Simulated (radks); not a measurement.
Values are calculated unless marked as measured or tabulated.
All-electron atom: Os48+ in [Ar] 3d10 (the NIST ground configuration).

Level of theory: scalar-relativistic Kohn-Sham, PBEsol, spin-polarised, spherical densities, finite nucleus; Fermi nuclear charge, rms radius 5.4126 fm (a radial shooting solver on a logarithmic mesh with Libxc functionals).

Energy parts (Ry):
part                       energy
total                 -31154.9644
kinetic                34816.2081
electron-nucleus      -71150.3271
Hartree                 5657.4356
exchange-correlation    -478.2810

Orbitals (lengths in bohr, moments of r in powers of bohr; r(90%) holds 90 % of the orbital's charge):
[
 {"orbital": "1s", "occ.": "2", "eigenvalue (Ry)": "-5612.874", "<r^2>": "0.0004336", "r(90%)": "0.0323"},
 {"orbital": "2s", "occ.": "2", "eigenvalue (Ry)": "-1128.200", "<r^2>": "0.006615", "r(90%)": "0.116"},
 {"orbital": "2p", "occ.": "6", "eigenvalue (Ry)": "-1006.938", "<r^2>": "0.005499", "r(90%)": "0.109"},
 {"orbital": "3s", "occ.": "2", "eigenvalue (Ry)": "-393.4460", "<r^2>": "0.04123", "r(90%)": "0.278"},
 {"orbital": "3p", "occ.": "6", "eigenvalue (Ry)": "-357.5860", "<r^2>": "0.04155", "r(90%)": "0.282"},
 {"orbital": "3d", "occ.": "10", "eigenvalue (Ry)": "-319.1497", "<r^2>": "0.03380", "r(90%)": "0.263"},
 {"orbital": "4s", "occ.": "0", "eigenvalue (Ry)": "-195.2267", "<r^2>": "0.1570", "r(90%)": "0.527"},
 {"orbital": "4p", "occ.": "0", "eigenvalue (Ry)": "-181.4444", "<r^2>": "0.1653", "r(90%)": "0.544"}
]

The highest occupied level is 3d at -4342.3 eV. Summed over all electrons, <r^2> = 0.7169 bohr^2, which gives a Langevin (diamagnetic) susceptibility term of -0.568 x 10^-6 cm^3/mol.
